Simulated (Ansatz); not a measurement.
`OC(F)[O][GeH3]` + H₂O → `OC(O)[O][GeH3]` + H–F  (formal hydrolysis of a C–F bond)

Isolated molecules relaxed with PBE0-D4/def2-TZVP in Ansatz; ΔE leaves out vibrations. CCSD(T)/CBS adds triple-zeta CCSD(T) − MP2 to the extrapolated MP2 energy (def2 sets, frozen cores). This one scheme is used for every species. For Ge outer-core shells are correlated without core-valence functions, which leaves a few kJ/mol of doubt a bond. Scalar relativity is left out up to krypton. Each species was taken in one conformer, which may not be the lowest.

```tsv
species	CCSD/def2-TZVPP energy (Eh)
`OC(F)[O][GeH3]`	-2366.63036
H₂O	-76.32939
`OC(O)[O][GeH3]`	-2342.61836
H–F	-100.33828
```

(1) Work out ΔE.

Largest T1 diagnostic among the species: 0.012.

Answers

(1) ΔE = (-2342.61836) + (-100.33828) − (-2366.63036) − (-76.32939) = 0.00311 Eh = +0.08 eV. CCSD(T)/CBS gives +0.08 eV.

In def2-TZVPP, CCSD(T) changes the Hartree–Fock value by −0.10 eV (the triples alone add −0.01 eV) and MP2 by −0.13 eV.
